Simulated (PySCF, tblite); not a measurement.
Compound: C₄H₉PSi₂.
SMILES: `[SiH2]1C(C)([SiH2]P1)C#C`

Computed with B3LYP/def2-SVPD in PySCF (dipole) on a GFN2-xTB geometry, gas phase.

Masses are those of the commonest isotopes; rigid-rotor values at the optimised geometry. 

(1) Give the principal moments of inertia and the rotational constants in GHz.

(2) What kind of rotor is it?

(3) Is it planar, by Δ = Ic − Ia − Ib?

(4) Give the coordinates in the principal-axis frame, origin at the centre of mass.

(5) Which lines would a microwave search look for?

Answers

(1) Ia = 233.73, Ib = 444.51, Ic = 490.80 u·Å²; 505379 MHz·u·Å²/I gives 2162, 1137 and 1030 MHz, that is A = 2.1622, B = 1.1369, C = 1.0297 GHz.

(2) An asymmetric top; Ray's κ = -0.811.

(3) Not planar: Δ = Ic − Ia − Ib = -187.44 u·Å². For a rigid frame Δ = −2 Σ m c², so Σ m c² = 93.72 u·Å² lies off the ab plane: 26.80 from hydrogen and 66.92 from heavier atoms. The atom farthest from that plane is 2.52 Å away.

(4) The sense of each axis is arbitrary; atoms in the order of the calculation.
```csv
atom,mass (u),a (Å),b (Å),c (Å)
C1,12.000,-2.891,0.007,1.259
C2,12.000,-1.960,0.000,0.503
C3,12.000,-0.832,-0.004,-0.386
C4,12.000,-1.313,-0.012,-1.838
Si5,27.977,0.406,1.450,-0.011
P6,30.974,2.121,0.005,0.286
Si7,27.977,0.413,-1.450,0.001
H8,1.008,-3.713,0.012,1.910
H9,1.008,-1.916,-0.897,-2.037
H10,1.008,-0.465,-0.013,-2.521
H11,1.008,-1.921,0.868,-2.045
H12,1.008,0.624,2.306,-1.178
H13,1.008,0.025,2.230,1.165
H14,1.008,2.069,0.009,1.666
H15,1.008,0.635,-2.318,-1.157
H16,1.008,0.036,-2.223,1.183
```

(5) The dipole components are |μa| = 0.46 D, |μb| = 0.00 D, |μc| = 0.23 D; the mirror of this Cs structure is the ac plane, so μb vanishes by symmetry and there are no b-type lines. The squared components, which scale the intensities, stand as 1.00 : 0.25 (a : c). Some lines, for components of 0.1 D or more:

```csv
type,branch,"J(Ka,Kc)",MHz,lower level (cm⁻¹)
c,Q,"1(1,1) ← 1(0,1)",1025,0.072
c,Q,"4(2,3) ← 4(1,3)",2717,0.776
a,R,"3(0,3) ← 2(0,2)",6468,0.217
c,R,"2(2,0) ← 1(1,0)",7524,0.110
c,Q,"4(4,1) ← 4(3,1)",7536,1.047
c,R,"2(2,1) ← 1(1,1)",7624,0.106
c,R,"3(1,2) ← 2(0,2)",7903,0.217
a,R,"4(2,2) ← 3(2,1)",8738,0.579
c,R,"4(1,3) ← 3(0,3)",10299,0.432
c,R,"3(3,0) ← 2(2,0)",11891,0.361
c,R,"4(3,1) ← 3(2,1)",14044,0.579
c,R,"4(4,0) ← 3(3,0)",16220,0.758
```

Its lowest GFN2-xTB frequency is 17i cm⁻¹, too small to tell a flat minimum from a shallow saddle. Constants of a rigid frame at the computed geometry: no zero-point averaging, no centrifugal distortion. A rigid rotor knows nothing of internal rotation, which can split or shift real lines.

On one thread of an Arm Neoverse V2, shared host, this took 50 s (grids of density and orbitals included) and 0.84 GiB of memory at its peak. This is the B3LYP/def2-SVPD job that gave the dipole, with the excitations it also computed.
